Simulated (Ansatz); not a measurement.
Calculated with Ansatz (gas phase, PBE0-D4/def2-TZVP geometries, no zero-point term in ΔE). CBS: MP2 limit from def2 TZ/QZ plus the TZ coupled-cluster correction, frozen cores. This one scheme is used for every species. Functionals use def2-TZVPP. B3LYP here is the variant with VWN-RPA as its local correlation; programs differ in this. Each species was taken in one conformer, which may not be the lowest.

Consider the substitution at a C–O bond: `NC(F)(F)O[SiH3]` + H₂S → `NC(F)(F)S` + `O[SiH3]`.

`NC(F)(F)O[SiH3]`:

```xyz
11

N     0.105    0.031   -2.027
C    -0.159    0.415   -0.710
F     0.672    1.437   -0.361
F    -1.415    0.958   -0.549
O    -0.023   -0.630    0.126
Si    0.276   -0.525    1.768
H    -0.346   -0.847   -2.239
H    -0.176    0.747   -2.682
H     0.008   -1.893    2.262
H    -0.632    0.458    2.402
H     1.689   -0.152    2.008
```

H₂S:

Cartesian coordinates in Å:
```
S -0.250 0.440 -0.357
H 0.652 0.450 0.635
H -0.402 -0.890 -0.277
```

`NC(F)(F)S`:

Z-matrix (Å, degrees):
```
C
F 1 1.350
F 1 1.350 2 107.0
N 1 1.405 2 108.8 3 117.3
S 1 1.829 2 109.4 3 -118.4
H 4 1.011 1 111.6 2 59.7
H 4 1.011 1 111.6 2 -175.8
H 5 1.344 1 95.7 2 58.4
```

`O[SiH3]`:

```xyz
6

O    -0.239   -0.096    1.255
Si    0.216   -0.049   -0.327
H    -1.092    0.273    1.487
H    -0.733   -0.799   -1.195
H     1.555   -0.678   -0.384
H     0.293    1.349   -0.836
```

| level | ΔE (eV) |
| --- | --- |
| B3LYP | 0.37 |
| CCSD(T)/def2-TZVPP | 0.43 |

Question: What does CCSD(T)/CBS give? (Estimate.)

Answer: Computed: +0.36 eV. The listed levels differ from it by 0.01, 0.07 eV.

Largest T1 diagnostic among the species: 0.012.

In def2-TZVPP, CCSD(T) changes the Hartree–Fock value by −0.16 eV (the triples alone add −0.03 eV) and MP2 by −0.21 eV. From PBE to PBE0 (25 % exact exchange), in def2-TZVPP and without D4, ΔE moves by +0.08 eV.
